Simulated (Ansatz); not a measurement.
Basis-set extrapolation for C$_{4}$H$_{10}$O$_{2}$S (`CCS(=O)(=O)CC`) (PBE0-D4/def2-TZVP geometry, frozen core, the Gaussian-basis code of Ansatz). Multiplicity 1, RHF reference.

|  | def2-TZVPP | def2-QZVPP |
| --- | --- | --- |
| HF | -704.666346 | -704.694578 |
| MP2 correlation | -1.368608 | -1.469981 |
| CCSD(T) correlation | -1.473868 | not run |

Energies in hartree. Use E(X) = E(∞) + A·exp(−7.88·√X) for Hartree–Fock and E(X) = E(∞) + B·X^(−2.97) for correlation, with X = 3 and 4, and add CCSD(T) minus MP2 of the smaller set to the MP2 limit.

Q: What is the CCSD(T) energy at the basis-set limit?

A: HF limit: -704.694578 + (-0.028232) × 0.13774 = -704.69847. MP2 limit: -1.469981 + (-0.101373) × 0.74074 = -1.54507. Higher-order term: -1.473868 − (-1.368608) = -0.10526. Total: -706.34880 hartree, 547.6 kJ/mol below CCSD(T)/def2-TZVPP.
